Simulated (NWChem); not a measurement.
System: C₄H₈; SMILES C/C=C\C

Here is an NWChem input.

```
start job
memory heap 200 mb stack 900 mb global 1100 mb
geometry units angstroms
  C      1.422281     0.440895     0.756315
  C      0.776735    -0.340232    -0.341439
  C     -0.514034    -0.428445    -0.622783
  C     -1.651839     0.230805     0.086260
  H      1.987174    -0.229911     1.403820
  H      2.125394     1.159074     0.334180
  H      0.699743     0.978974     1.361711
  H      1.477453    -0.887015    -0.960922
  H     -0.817562    -1.043862    -1.461156
  H     -1.321685     0.840863     0.921079
  H     -2.341833    -0.525762     0.460242
  H     -2.203613     0.863223    -0.609397
end
basis spherical
  * library 6-31g*
end
dft
  xc b3lyp
  iterations 150
end
driver
  maxiter 120
end
task dft optimize
task dft freq
```

Parts of the log:

```
             Northwest Computational Chemistry Package (NWChem) 7.3.0
             --------------------------------------------------------

 C2V symmetry detected

                             Geometry "geometry" -> ""
                             -------------------------

 Output coordinates in angstroms (scale by  1.889725989 to convert to a.u.)

  No.       Tag          Charge          X              Y              Z
 ---- ---------------- ---------- -------------- -------------- --------------
    1 C                    6.0000     1.57665193     0.00000000     0.52145821
    2 C                    6.0000     0.66200842     0.00000000    -0.65980385
    3 C                    6.0000    -0.66200842     0.00000000    -0.65980385
    4 C                    6.0000    -1.57665193     0.00000000     0.52145821
    5 H                    1.0000     2.22025719    -0.87927708     0.48997643
    6 H                    1.0000     2.22025719     0.87927708     0.48997643
    7 H                    1.0000     1.03675001     0.00000000     1.46305300
    8 H                    1.0000     1.17706509     0.00000000    -1.61293197
    9 H                    1.0000    -1.17706509     0.00000000    -1.61293197
   10 H                    1.0000    -1.03675001     0.00000000     1.46305300
   11 H                    1.0000    -2.22025719    -0.87927708     0.48997643
   12 H                    1.0000    -2.22025719     0.87927708     0.48997643

 Effective nuclear repulsion energy (a.u.)     118.2227309672

      Symmetry information
      --------------------

 Group name             C2v
 Group number             16
 Group order               4
 No. of unique centers     5

                                Z-matrix (autoz)
                                --------

 Units are Angstrom for bonds and degrees for angles

      Type          Name      I     J     K     L     M      Value
      ----------- --------  ----- ----- ----- ----- ----- ----------
    1 Stretch                  1     2                       1.49397
    2 Stretch                  1     5                       1.09011
    3 Stretch                  1     6                       1.09011
    4 Stretch                  1     7                       1.08540
    5 Stretch                  2     3                       1.32402
    6 Stretch                  2     8                       1.08339
    7 Stretch                  3     4                       1.49397
    8 Stretch                  3     9                       1.08339
    9 Stretch                  4    10                       1.08540
   10 Stretch                  4    11                       1.09011
   11 Stretch                  4    12                       1.09011
   12 Bend                     1     2     3               127.75039
   13 Bend                     1     2     8               113.86347
   14 Bend                     2     1     5               109.79301
   15 Bend                     2     1     6               109.79301
   16 Bend                     2     1     7               112.42005
   17 Bend                     2     3     4               127.75039
   18 Bend                     2     3     9               118.38615
   19 Bend                     3     2     8               118.38615
   20 Bend                     3     4    10               112.42005
   21 Bend                     3     4    11               109.79301
   22 Bend                     3     4    12               109.79301
   23 Bend                     4     3     9               113.86347
   24 Bend                     5     1     6               107.52864
   25 Bend                     5     1     7               108.58626
   26 Bend                     6     1     7               108.58626
   27 Bend                    10     4    11               108.58626
   28 Bend                    10     4    12               108.58626
   29 Bend                    11     4    12               107.52864
   30 Torsion                  1     2     3     4           0.00000
   31 Torsion                  1     2     3     9         180.00000
   32 Torsion                  2     3     4    10           0.00000
   33 Torsion                  2     3     4    11        -120.99235
   34 Torsion                  2     3     4    12         120.99235
   35 Torsion                  3     2     1     5         120.99235
   36 Torsion                  3     2     1     6        -120.99235
   37 Torsion                  3     2     1     7           0.00000
   38 Torsion                  4     3     2     8         180.00000
   39 Torsion                  5     1     2     8         -59.00765
   40 Torsion                  6     1     2     8          59.00765
   41 Torsion                  7     1     2     8         180.00000
   42 Torsion                  8     2     3     9          -0.00000
   43 Torsion                  9     3     4    10         180.00000
   44 Torsion                  9     3     4    11          59.00765
   45 Torsion                  9     3     4    12         -59.00765

                           NWChem Geometry Optimization
                           ----------------------------

 maximum gradient threshold         (gmax) =   0.000450
 rms gradient threshold             (grms) =   0.000300
 maximum cartesian step threshold   (xmax) =   0.001800
 rms cartesian step threshold       (xrms) =   0.001200
 fixed trust radius                (trust) =   0.300000
 source of zmatrix                         =   autoz

          -------------------
          Energy Minimization
          -------------------

 Using diagonal initial Hessian
 Scaling for Hessian diagonals: bonds = 1.00  angles = 0.25  torsions = 0.10

          --------
          Step   0

                                 NWChem DFT Module
                                 -----------------

 Summary of "ao basis" -> "ao basis" (spherical)
 ------------------------------------------------------------------------------
       Tag                 Description            Shells   Functions and Types
 ---------------- ------------------------------  ------  ---------------------
 C                           6-31g*                  6       14   3s2p1d
 H                           6-31g*                  2        2   2s

      Symmetry analysis of basis
      --------------------------

        a1         26
        a2         10
        b1         26
        b2         10

            General Information
            -------------------
          SCF calculation type: DFT
          Wavefunction type:  closed shell.
          No. of atoms     :    12
          No. of electrons :    32
           Alpha electrons :    16
            Beta electrons :    16
          Charge           :     0
          Spin multiplicity:     1
          Use of symmetry is: on ; symmetry adaption is: on
          Maximum number of iterations: 150
          AO basis - number of functions:    72
                     number of shells:    40
          Convergence on energy requested:  1.00D-06
          Convergence on density requested:  1.00D-05
          Convergence on gradient requested:  5.00D-04

[...]

      ----------------------
      Optimization converged
      ----------------------

  Step       Energy      Delta E   Gmax     Grms     Xrms     Xmax
  ---- ---------------- -------- -------- -------- -------- --------
@    4    -157.22173254 -6.0D-07  0.00004  0.00001  0.00049  0.00140
                                     ok       ok       ok       ok

                                Z-matrix (autoz)
                                --------

 Units are Angstrom for bonds and degrees for angles

      Type          Name      I     J     K     L     M      Value     Gradient
      ----------- --------  ----- ----- ----- ----- ----- ---------- ----------
    1 Stretch                  1     2                       1.50369    0.00002
    2 Stretch                  1     5                       1.09867   -0.00000
    3 Stretch                  1     6                       1.09867   -0.00000
    4 Stretch                  1     7                       1.09351   -0.00001
    5 Stretch                  2     3                       1.33865   -0.00004
    6 Stretch                  2     8                       1.09074   -0.00002
    7 Stretch                  3     4                       1.50369    0.00002
    8 Stretch                  3     9                       1.09074   -0.00002
    9 Stretch                  4    10                       1.09351   -0.00001
   10 Stretch                  4    11                       1.09867   -0.00000
   11 Stretch                  4    12                       1.09867   -0.00000
   12 Bend                     1     2     3               127.92505   -0.00001
   13 Bend                     1     2     8               114.77587   -0.00000
   14 Bend                     2     1     5               110.84068    0.00000
   15 Bend                     2     1     6               110.84068    0.00000
   16 Bend                     2     1     7               112.93766   -0.00000
   17 Bend                     2     3     4               127.92505   -0.00001
   18 Bend                     2     3     9               117.29908    0.00001
   19 Bend                     3     2     8               117.29908    0.00001
   20 Bend                     3     4    10               112.93766   -0.00000
   21 Bend                     3     4    11               110.84068    0.00000
   22 Bend                     3     4    12               110.84068    0.00000
   23 Bend                     4     3     9               114.77587   -0.00000
   24 Bend                     5     1     6               106.46939   -0.00001
   25 Bend                     5     1     7               107.73494    0.00000
   26 Bend                     6     1     7               107.73494    0.00000
   27 Bend                    10     4    11               107.73494    0.00000
   28 Bend                    10     4    12               107.73494    0.00000
   29 Bend                    11     4    12               106.46939   -0.00001
   30 Torsion                  1     2     3     4           0.00000    0.00000
   31 Torsion                  1     2     3     9         180.00000   -0.00000
   32 Torsion                  2     3     4    10           0.00000   -0.00000
   33 Torsion                  2     3     4    11        -120.99902   -0.00000
   34 Torsion                  2     3     4    12         120.99902    0.00000
   35 Torsion                  3     2     1     5         120.99902    0.00000
   36 Torsion                  3     2     1     6        -120.99902   -0.00000
   37 Torsion                  3     2     1     7           0.00000   -0.00000
   38 Torsion                  4     3     2     8         180.00000   -0.00000
   39 Torsion                  5     1     2     8         -59.00098    0.00000
   40 Torsion                  6     1     2     8          59.00098   -0.00000
   41 Torsion                  7     1     2     8         180.00000   -0.00000
   42 Torsion                  8     2     3     9          -0.00000    0.00000
   43 Torsion                  9     3     4    10         180.00000   -0.00000
   44 Torsion                  9     3     4    11          59.00098   -0.00000
   45 Torsion                  9     3     4    12         -59.00098    0.00000

                         Geometry "geometry" -> "geometry"
                         ---------------------------------

 Output coordinates in angstroms (scale by  1.889725989 to convert to a.u.)

[...]

 Rotational Constants
 --------------------
 A=   0.543759 cm-1  (  0.782331 K)
 B=   0.168122 cm-1  (  0.241884 K)
 C=   0.134832 cm-1  (  0.193989 K)

 Temperature                      =   298.15K
 frequency scaling parameter      =   1.0000

 Zero-Point correction to Energy  =   68.195 kcal/mol  (  0.108676 au)
 Thermal correction to Energy     =   71.618 kcal/mol  (  0.114130 au)
 Thermal correction to Enthalpy   =   72.210 kcal/mol  (  0.115074 au)

 Total Entropy                    =   70.427 cal/mol-K
   - Translational                =   37.976 cal/mol-K (mol. weight =  56.0626)
   - Rotational                   =   22.998 cal/mol-K (symmetry #  =        2)
   - Vibrational                  =    9.453 cal/mol-K

 Cv (constant volume heat capacity) =   18.038 cal/mol-K
   - Translational                  =    2.979 cal/mol-K
   - Rotational                     =    2.979 cal/mol-K
   - Vibrational                    =   12.079 cal/mol-K

[normal modes left out]

 ----------------------------------------------------------------------------
 Normal Eigenvalue ||           Projected Infra Red Intensities
  Mode   [cm**-1]  || [atomic units] [(debye/angs)**2] [(KM/mol)] [arbitrary]
 ------ ---------- || -------------- ----------------- ---------- -----------
    1       -0.000 ||    0.000001           0.000         0.001       0.001
    2       -0.000 ||    0.000002           0.000         0.002       0.003
    3        0.000 ||    0.000000           0.000         0.000       0.000
    4        0.000 ||    0.000029           0.001         0.029       0.033
    5        0.000 ||    0.000008           0.000         0.008       0.009
    6        0.000 ||    0.000014           0.000         0.014       0.016
    7      133.689 ||    0.000898           0.021         0.876       1.008
    8      155.840 ||    0.000000           0.000         0.000       0.000
    9      293.040 ||    0.000003           0.000         0.003       0.003
   10      395.300 ||    0.000000           0.000         0.000       0.000
   11      571.970 ||    0.007015           0.162         6.838       7.871
   12      700.752 ||    0.032883           0.759        32.056      36.898
   13      877.240 ||    0.000426           0.010         0.415       0.478
   14      990.213 ||    0.013845           0.319        13.496      15.535
   15     1011.796 ||    0.000000           0.000         0.000       0.000
   16     1036.446 ||    0.000862           0.020         0.840       0.967
   17     1071.041 ||    0.000000           0.000         0.000       0.000
   18     1080.934 ||    0.000961           0.022         0.937       1.078
   19     1172.200 ||    0.001236           0.029         1.204       1.386
   20     1306.116 ||    0.000041           0.001         0.040       0.046
   21     1415.246 ||    0.005182           0.120         5.051       5.814
   22     1448.830 ||    0.002669           0.062         2.602       2.995
   23     1460.817 ||    0.006546           0.151         6.381       7.345
   24     1512.889 ||    0.000000           0.000         0.000       0.000
   25     1516.444 ||    0.010302           0.238        10.043      11.560
   26     1519.837 ||    0.002526           0.058         2.462       2.834
   27     1527.424 ||    0.004984           0.115         4.858       5.592
   28     1754.670 ||    0.003141           0.072         3.062       3.525
   29     3031.953 ||    0.051390           1.186        50.097      57.665
   30     3034.564 ||    0.012196           0.281        11.889      13.685
   31     3074.307 ||    0.000000           0.000         0.000       0.000
   32     3074.937 ||    0.057185           1.319        55.746      64.167
   33     3121.729 ||    0.003866           0.089         3.769       4.338
   34     3136.484 ||    0.009797           0.226         9.551      10.993
   35     3138.978 ||    0.022630           0.522        22.061      25.394
   36     3160.119 ||    0.070190           1.619        68.425      78.761
 ----------------------------------------------------------------------------
```

Level: B3LYP/6-31G* (spherical d). B3LYP is NWChem's, with the RPA form of VWN correlation.
